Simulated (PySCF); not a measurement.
Dissociation curve of GeCl, doublet.

Methods: CASSCF(11,8)/cc-pVDZ (PySCF); UCCSD(T) = CCSD(T) on UHF/cc-pVDZ, 14 core orbitals frozen run with PySCF 2.14.0.

Energies relative to the lowest point of each curve near equilibrium, in mEh:

```json
[
 {"R / Å": "1.64", "CASSCF(11,8)": "213.0"},
 {"R / Å": "1.75", "CASSCF(11,8)": "114.0"},
 {"R / Å": "1.84", "CASSCF(11,8)": "63.7"},
 {"R / Å": "1.97", "CASSCF(11,8)": "22.3"},
 {"R / Å": "2.06", "CASSCF(11,8)": "8.0"},
 {"R / Å": "2.09", "CASSCF(11,8)": "5.1"},
 {"R / Å": "2.24", "CASSCF(11,8)": "0.0"},
 {"R / Å": "2.29", "CASSCF(11,8)": "0.9"},
 {"R / Å": "2.41", "CASSCF(11,8)": "6.4"},
 {"R / Å": "2.50", "CASSCF(11,8)": "12.6"},
 {"R / Å": "2.72", "CASSCF(11,8)": "31.2"},
 {"R / Å": "2.93", "CASSCF(11,8)": "50.1"}
]
```

**Question.** Predict the corresponding UCCSD(T) column.

**Answer.** 1.64: 209.0; 1.75: 110.5; 1.84: 60.6; 1.97: 20.0; 2.06: 6.4; 2.09: 3.7; 2.24: 0.0; 2.29: 1.4; 2.41: 8.0; 2.50: 14.9; 2.72: 35.3; 2.93: 55.4 (mEh).

The scan ran from 1.64 to 8.75 Å; beyond the distances shown one of the unrestricted levels run for this scan, shown here or not, changes its spin distribution in one step.
